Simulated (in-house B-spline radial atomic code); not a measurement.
## Binding energies in Ge+

NIST's tabulated ground configuration is [Ar] 3d10 4s2 4p1; each binding energy is the energy of the ion with one electron taken from that subshell, relaxed, less that of the parent. All numbers are computed (Dirac-Hartree-Fock, average of configuration; Fermi nucleus of rms radius 4.0742 fm) with a B-spline radial code for spherical atoms, not measured. Energies include first-order Breit, QED and recoil terms.

| subshell | X-ray name | binding energy (eV) | -ε (eV) | relaxation (eV) |
| --- | --- | --- | --- | --- |
| 1s | K | 11122.3 | 11194.8 | 50.1 |
| 2s | L1 | 1436.6 | 1463.7 | 25.2 |
| 3s | M1 | 203.6 | 210.7 | 6.9 |
| 3d3/2 | M4 | 46.88 | 53.04 | 6.17 |
| 3d5/2 | M5 | 46.33 | 52.39 | 6.09 |
| 4s | N1 | 22.9 | 23.39 | 0.47 |
| 4p | N2,3 | 15.14 | 15.36 | 0.21 |

Relaxation = -ε minus the binding energy without Breit, QED and recoil terms.

(1) What does it cost to remove both a 3d5/2 and a 4p electron?

(2) What does it cost to remove both a 3d3/2 and a 4p electron?

(3) What does it cost to remove both a 3s and a 3d3/2 electron?

## Answers

(1) 73.231 eV, which is 11.76 eV more than the two single binding energies together.

(2) 73.78 eV, which is 11.76 eV more than the two single binding energies together.

(3) 274.3 eV, which is 23.82 eV more than the two single binding energies together.
